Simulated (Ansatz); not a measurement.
```yaml
crystal:
  periodic: [false, false, false]
  atoms:
    - {symbol: F, position_ang: [-0.952256, -1.491322, -1.558556]}
    - {symbol: B, position_ang: [0.052240, -1.117811, -0.745993]}
    - {symbol: Cl, position_ang: [1.501797, -2.168755, -0.674338]}
    - {symbol: S, position_ang: [-0.605487, -0.781161, 1.120203]}
    - {symbol: B, position_ang: [0.357433, 0.960828, 0.861702]}
    - {symbol: F, position_ang: [-0.438667, 2.006627, 1.146856]}
    - {symbol: Cl, position_ang: [1.948896, 0.876329, 1.680813]}
    - {symbol: S, position_ang: [0.628567, 0.768525, -1.117729]}
    - {symbol: H, position_ang: [-1.804406, -0.305238, 0.732469]}
    - {symbol: H, position_ang: [-0.605116, 1.200778, -1.442429]}
basis:
  gaussian: {orbitals: pcseg-2, fitting: {mean_field: cc-pVTZ-jkfit}, nuclear_model: gaussian}
hamiltonian: {xc: {name: CCSD(T)}, dispersion: d3bj}
```

```sh
$ ansatz run in.yaml --threads 4 --pin off --events-out ev --progress --plain --max-ram 11315MiB
```

It prints (some lines left out):

```
Error: YAML parse error: error: line 16 column 19: hamiltonian.xc: no functional is named "CCSD(T)"; the names, which are not case-sensitive, are SVWN5, SPW92, PBE, PBE0, PBEsol, revPBE, revPBE0, RPBE, rPW86-PBE, HSE06, wPBEh, LC-wPBE, HISS, HF, BLYP, B3LYP, B3LYP5, BHLYP, CAM-B3LYP, r2SCAN, r2SCANh, r2SCAN0, r2SCAN50, m-r2SCAN, B97, wB97, wB97X, wB97X-V, B97M-V, wB97M-V, B2PLYP, B2GP-PLYP, PBE0-DH, PBE-QIDH
14 | basis:
15 |   gaussian: {orbitals: pcseg-2, fitting: {mean_field: cc-pVTZ-jkfit}, nuclear_model…
16 | hamiltonian: {xc: {name: CCSD(T)}, dispersion: d3bj}
```

Q: Something in this input is off. What?

A: The method's name isn't one that the program takes here. The input was rejected before any iteration.

HSE06 is defined as in plane-wave codes.
